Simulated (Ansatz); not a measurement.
Cost and result for the atomization energy of B2H4OS, SMILES `OBBS` (8 atoms, 7 bonds).

The species carries charge 0 and has multiplicity 1. The geometry is a stationary point of PBE0-D4/def2-TZVP. It is one conformer, not always the lowest. Program: Ansatz. All runs use 2 threads of an Arm Neoverse V2 on a shared host. Times are those of one run each, without the atoms' runs, and a repeat can differ threefold. Electronic energies, without spin–orbit coupling; frozen cores. CCSD(T)/CBS adds CCSD(T) − MP2 in def2-TZVPP to the MP2 limit, and its time is that of the two runs behind it. T1 = 0.016. B3LYP takes the VWN-RPA correlation (the form of Gaussian; ORCA's B3LYP/G). HSE06 is the plane-wave form, built on full-range PBE exchange.

CCSD(T)/CBS is a level of theory with its own doubt, some kJ/mol a heavy atom from the limit and from the frozen cores, so smaller differences don't rank the functionals.

```tsv
level	functions	wall time
CCSD(T)/def2-SVP	80	1.7 s
BLYP-D4/def2-TZVPP	191	1.8 s
BHLYP-D4/def2-TZVPP	191	2.1 s
PBE0-D4/def2-TZVPP	191	2.3 s
HSE06-D4/def2-TZVPP	191	2.5 s
CAM-B3LYP-D4/def2-TZVPP	191	2.5 s
B3LYP-D4/def2-TZVPP (with forces)	191	2.9 s
r2SCAN-D4/def2-TZVPP (with forces)	191	3.9 s
r2SCANh-D4/def2-TZVPP	191	3.9 s
ωB97X-V/def2-TZVPP	191	6 s
MP2/def2-QZVPP	361	13 s
CCSD(T)/def2-TZVPP	191	38 s
CCSD(T)/CBS(def2)	–	51 s
```

Q: What atomization energy does each give, and how far from CCSD(T)/CBS? (Estimate.)

A: Ansatz gave: 
```csv
level,atomization (kJ/mol),difference from CCSD(T)/CBS,per bond
CCSD(T)/def2-SVP,2754.8,-135.0,-19.3
BLYP-D4/def2-TZVPP,2907.4,17.6,2.5
BHLYP-D4/def2-TZVPP,2830.7,-59.1,-8.4
PBE0-D4/def2-TZVPP,2915.6,25.8,3.7
HSE06-D4/def2-TZVPP,2918.0,28.2,4.0
CAM-B3LYP-D4/def2-TZVPP,2921.9,32.1,4.6
B3LYP-D4/def2-TZVPP (with forces),2911.3,21.5,3.1
r2SCAN-D4/def2-TZVPP (with forces),2934.3,44.5,6.4
r2SCANh-D4/def2-TZVPP,2914.0,24.2,3.5
ωB97X-V/def2-TZVPP,2913.5,23.7,3.4
MP2/def2-QZVPP,2922.9,33.1,4.7
CCSD(T)/def2-TZVPP,2819.7,-70.1,-10.0
CCSD(T)/CBS(def2),2889.8,0.0,0.0
```

From r2SCAN to r2SCAN0 (25 % exact exchange), in def2-TZVPP and without D4, the atomization energy moves by −49.9 kJ/mol: exact exchange takes away binding that semilocal exchange gives to molecules. The D4 term adds +20.9 kJ/mol with B3LYP and +10.9 kJ/mol with PBE0; it sums over pairs of atoms, weighted by their polarisabilities, and B3LYP, whose exchange is more repulsive, gets the larger term. Leaving LDA and LC-ωPBE aside and taking each functional with its dispersion term where it has one, the values, not all of them listed here, spread over 137.9 kJ/mol, from BHLYP-D4 to PBE-D4. LDA lies +372.0 kJ/mol from PBE without D4, its usual overbinding.
